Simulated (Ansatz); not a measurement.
Steps of a relaxation of C4H10F3NSi, SMILES `CC(C)(C)N[Si](F)(F)F` with RKS PBE-D4/def2-SVP.

```sh
$ ansatz run in.yaml --threads 5 --pin off --events-out ev --progress --plain --max-ram 66560MiB --backend cuda --devices 0, --max-vram 37GiB
```

```yaml
crystal:
  periodic: [false, false, false]
  atoms:
    - {symbol: C, position_ang: [0.778900, -0.139200, -1.409300]}
    - {symbol: C, position_ang: [0.344700, -0.275900, 0.058300]}
    - {symbol: C, position_ang: [1.612100, -0.430400, 0.865200]}
    - {symbol: C, position_ang: [-0.414000, -1.542400, 0.231100]}
    - {symbol: N, position_ang: [-0.335900, 0.905700, 0.570800]}
    - {symbol: Si, position_ang: [-1.845400, 1.579600, 0.178200]}
    - {symbol: F, position_ang: [-1.747600, 2.016600, -1.346500]}
    - {symbol: F, position_ang: [-2.936900, 0.477700, 0.390600]}
    - {symbol: F, position_ang: [-2.086300, 2.850300, 1.157500]}
    - {symbol: H, position_ang: [1.327300, 0.815300, -1.550400]}
    - {symbol: H, position_ang: [-0.163500, -0.030300, -2.044100]}
    - {symbol: H, position_ang: [1.348400, -0.933500, -1.758800]}
    - {symbol: H, position_ang: [2.247900, 0.470400, 0.759900]}
    - {symbol: H, position_ang: [2.191200, -1.295000, 0.565700]}
    - {symbol: H, position_ang: [1.428100, -0.579200, 1.950200]}
    - {symbol: H, position_ang: [-1.387400, -1.503500, -0.362700]}
    - {symbol: H, position_ang: [-0.779100, -1.664200, 1.278600]}
    - {symbol: H, position_ang: [0.075300, -2.421200, -0.045700]}
    - {symbol: H, position_ang: [0.300300, 1.695200, 0.567900]}
basis:
  gaussian: {orbitals: def2-SVP}
hamiltonian: {xc: pbe, dispersion: d4}
relax: {f_tol: 0.03, max_steps: 200}
```

Positions (Å) and forces (eV/Å) along the path, 7 of 19 steps:

```xyz
19
step=1 energy=-21802.6357 eV
C     0.779   -0.139   -1.409   -2.836    2.803    0.006
C     0.345   -0.276    0.058    1.448   -0.150   -0.257
C     1.612   -0.430    0.865    0.603    0.588    1.118
C    -0.414   -1.542    0.231   -4.081    1.254    0.716
N    -0.336    0.906    0.571   -0.365    0.091    0.342
Si   -1.845    1.580    0.178    1.986    0.099    1.030
F    -1.748    2.017   -1.347   -0.776    0.800   -1.249
F    -2.937    0.478    0.391   -1.816   -1.031    0.070
F    -2.086    2.850    1.157   -0.186   -0.113   -0.482
H     1.327    0.815   -1.550    0.158   -0.078   -0.025
H    -0.164   -0.030   -2.044    0.816   -0.212    0.313
H     1.348   -0.933   -1.759    1.460   -2.087   -0.830
H     2.248    0.470    0.760    0.180    0.038    0.021
H     2.191   -1.295    0.566    0.500   -0.618   -0.484
H     1.428   -0.579    1.950   -0.234    0.179   -0.025
H    -1.387   -1.504   -0.363    0.709   -0.124    0.268
H    -0.779   -1.664    1.279    0.265    0.045   -0.063
H     0.075   -2.421   -0.046    1.444   -1.810   -0.744
H     0.300    1.695    0.568    0.726    0.326    0.275
19
step=2 energy=-21803.2022 eV
C     0.760   -0.108   -1.426   -0.578    0.727    0.080
C     0.405   -0.279    0.071    0.098   -0.107   -0.513
C     1.683   -0.441    0.897    0.114    0.053    0.352
C    -0.490   -1.496    0.241   -1.155    0.096    0.318
N    -0.298    0.904    0.569   -0.137    0.723    0.319
Si   -1.839    1.520    0.156    1.496    0.078    0.528
F    -1.846    2.009   -1.377   -0.521    0.323   -0.504
F    -2.949    0.408    0.372   -1.020   -0.580   -0.007
F    -2.137    2.790    1.115   -0.093   -0.039   -0.264
H     1.354    0.819   -1.573    0.067   -0.089   -0.006
H    -0.165    0.012   -2.045    0.251   -0.104    0.215
H     1.326   -0.956   -1.806    0.389   -0.534   -0.270
H     2.343    0.446    0.799   -0.010    0.006   -0.049
H     2.261   -1.324    0.581    0.109   -0.162   -0.148
H     1.454   -0.567    1.977   -0.082    0.051   -0.097
H    -1.436   -1.418   -0.359    0.406    0.039    0.138
H    -0.815   -1.605    1.300    0.118    0.016   -0.091
H     0.002   -2.419   -0.061    0.403   -0.495   -0.204
H     0.348    1.701    0.624    0.146   -0.004    0.200
19
step=6 energy=-21803.3707 eV
C     0.804   -0.071   -1.433    0.012   -0.019   -0.018
C     0.420   -0.264    0.047    0.013    0.002    0.028
C     1.679   -0.463    0.905   -0.003   -0.005    0.014
C    -0.507   -1.482    0.197   -0.022    0.020    0.017
N    -0.275    0.938    0.564   -0.053    0.065   -0.024
Si   -1.834    1.493    0.166    0.109    0.116   -0.062
F    -2.132    1.718   -1.416    0.026   -0.045    0.025
F    -3.004    0.492    0.650   -0.103   -0.116    0.062
F    -2.037    2.926    0.889    0.009   -0.015    0.006
H     1.462    0.813   -1.557    0.011    0.006    0.004
H    -0.101    0.092   -2.050   -0.007    0.014   -0.012
H     1.340   -0.958   -1.831    0.008    0.004   -0.001
H     2.354    0.415    0.824    0.014    0.000   -0.004
H     2.247   -1.355    0.575    0.003    0.000   -0.010
H     1.407   -0.594    1.972    0.000   -0.001    0.000
H    -1.423   -1.378   -0.421   -0.004    0.002    0.004
H    -0.818   -1.608    1.252   -0.011   -0.001   -0.013
H     0.013   -2.403   -0.132   -0.005    0.002   -0.011
H     0.363    1.686    0.854    0.006   -0.028   -0.005
19
step=9 energy=-21803.3799 eV rejected
C     0.853   -0.036   -1.427   -0.038   -0.048    0.025
C     0.433   -0.239    0.042   -0.080   -0.047   -0.054
C     1.661   -0.495    0.929    0.024    0.068   -0.073
C    -0.545   -1.422    0.144    0.107   -0.096    0.008
N    -0.236    0.982    0.543   -0.120   -0.163    0.041
Si   -1.842    1.437    0.216    0.195    0.088    0.064
F    -2.232    1.398   -1.357   -0.094   -0.011   -0.116
F    -2.946    0.491    0.924   -0.022   -0.028    0.051
F    -2.052    2.951    0.744   -0.008   -0.001   -0.001
H     1.538    0.829   -1.524    0.028    0.031    0.000
H    -0.047    0.167   -2.039    0.040    0.010   -0.071
H     1.368   -0.929   -1.835    0.006   -0.017   -0.008
H     2.362    0.364    0.877    0.018    0.005    0.001
H     2.216   -1.394    0.596   -0.019   -0.023    0.005
H     1.363   -0.627    1.986   -0.030   -0.039    0.057
H    -1.435   -1.299   -0.508    0.025    0.082    0.010
H    -0.890   -1.567    1.185   -0.030    0.028    0.017
H    -0.035   -2.347   -0.184   -0.010   -0.074   -0.017
H     0.425    1.731    0.745    0.008    0.234    0.062
19
step=12 energy=-21803.3939 eV
C     0.897   -0.034   -1.431   -0.040    0.036    0.014
C     0.438   -0.231    0.028    0.043   -0.069    0.019
C     1.650   -0.503    0.934    0.006    0.043    0.014
C    -0.548   -1.408    0.112   -0.033    0.022   -0.024
N    -0.237    0.991    0.525   -0.009   -0.015   -0.043
Si   -1.858    1.421    0.248   -0.122   -0.015   -0.019
F    -2.343    1.268   -1.302    0.036    0.012    0.197
F    -2.922    0.526    1.089    0.135    0.118   -0.106
F    -2.045    2.970    0.688    0.009   -0.127   -0.051
H     1.601    0.820   -1.509   -0.002   -0.004    0.000
H     0.022    0.185   -2.075    0.016    0.004   -0.021
H     1.409   -0.935   -1.826   -0.008    0.002    0.015
H     2.363    0.348    0.900    0.004   -0.008    0.012
H     2.197   -1.409    0.606   -0.011    0.001   -0.002
H     1.329   -0.642    1.986    0.000   -0.002   -0.004
H    -1.422   -1.250   -0.555    0.003   -0.002    0.008
H    -0.920   -1.544    1.147    0.002    0.004   -0.008
H    -0.057   -2.346   -0.214    0.003    0.006    0.001
H     0.403    1.770    0.705   -0.032   -0.008   -0.001
19
step=16 energy=-21803.4004 eV
C     0.932   -0.028   -1.434   -0.002    0.010    0.005
C     0.445   -0.225    0.016    0.007   -0.020    0.006
C     1.635   -0.510    0.947   -0.002    0.007   -0.002
C    -0.559   -1.389    0.077    0.000    0.001   -0.005
N    -0.228    1.002    0.494   -0.039    0.017   -0.017
Si   -1.866    1.400    0.282    0.034   -0.014   -0.001
F    -2.433    1.143   -1.220   -0.001   -0.003    0.008
F    -2.872    0.562    1.233    0.002    0.006    0.004
F    -2.046    2.970    0.627    0.000    0.000    0.002
H     1.648    0.818   -1.495    0.002   -0.001   -0.001
H     0.073    0.203   -2.096    0.002    0.000   -0.001
H     1.442   -0.934   -1.821    0.000   -0.001    0.004
H     2.356    0.334    0.934    0.001    0.000    0.001
H     2.180   -1.421    0.628   -0.001    0.000    0.000
H     1.289   -0.652    1.990   -0.002    0.000   -0.002
H    -1.417   -1.213   -0.606   -0.002    0.000   -0.002
H    -0.949   -1.525    1.104    0.000    0.001    0.000
H    -0.075   -2.332   -0.244    0.000   -0.001   -0.001
H     0.404    1.794    0.642    0.002   -0.002    0.001
19
step=19 energy=-21803.4016 eV
C     0.964   -0.032   -1.440   -0.002    0.003    0.001
C     0.448   -0.221    0.000    0.004   -0.003    0.008
C     1.617   -0.510    0.956    0.001   -0.003    0.001
C    -0.565   -1.378    0.046   -0.002    0.000   -0.001
N    -0.226    1.013    0.457   -0.005    0.003   -0.009
Si   -1.873    1.390    0.312   -0.018   -0.004   -0.004
F    -2.510    1.078   -1.151    0.008    0.005    0.018
F    -2.829    0.582    1.340    0.010    0.006   -0.011
F    -2.049    2.970    0.613    0.001   -0.008    0.000
H     1.685    0.810   -1.491    0.000    0.000   -0.001
H     0.121    0.198   -2.121    0.000    0.000    0.000
H     1.479   -0.942   -1.812   -0.001    0.001    0.002
H     2.345    0.329    0.955    0.000    0.000    0.000
H     2.162   -1.426    0.652    0.000    0.001    0.001
H     1.249   -0.644    1.993    0.000    0.000   -0.002
H    -1.410   -1.196   -0.650    0.000    0.000    0.000
H    -0.973   -1.510    1.067    0.000    0.000   -0.001
H    -0.082   -2.325   -0.265    0.000    0.001    0.000
H     0.403    1.809    0.593    0.004   -0.003   -0.002
```

It took 95 s on 5 threads of an AMD EPYC 7R13 on a shared host and a share of an NVIDIA H100 80 GB, with 0.85 GiB of host memory at the peak.
